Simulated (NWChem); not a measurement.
## Ionisation of isopropylamine (C$_{3}$H$_{9}$N)

```
C
H 1 1.1236
N 1 1.4680 2 112.96
H 3 1.0290 1 109.65 2 57.66
H 3 1.0290 4 105.44 1 117.97
C 1 1.5312 2 107.27 3 -120.00
H 6 1.1087 1 111.32 2 -58.02
H 6 1.1096 7 108.75 1 121.57
H 6 1.1105 7 107.54 8 116.37
C 1 1.5312 2 107.27 6 -120.01
H 10 1.1087 1 111.32 2 58.02
H 10 1.1096 11 108.75 1 -121.57
H 10 1.1105 11 107.54 12 -116.37
```
Charge 0, spin multiplicity 1.

Everything below was run with NWChem. The geometry was optimised at PBE/def2-SVP, a minimum by its harmonic frequencies. It is one conformer; others weren't searched.

Basis set: def2-TZVP. −ε marks an orbital energy of the parent.

B3LYP has NWChem's definition, with VWN1-RPA local correlation.

**Question.** Order these methods by the first vertical ionisation energy they give, lowest first: −ε(HOMO) of B3LYP, −ε(HOMO) of PBE, −ε(HOMO) of PBE0, −ε(HOMO) of M06-2X.

**Answer.** −ε(HOMO) of PBE (5.43 eV), −ε(HOMO) of B3LYP (6.69 eV), −ε(HOMO) of PBE0 (6.91 eV), −ε(HOMO) of M06-2X (8.39 eV)
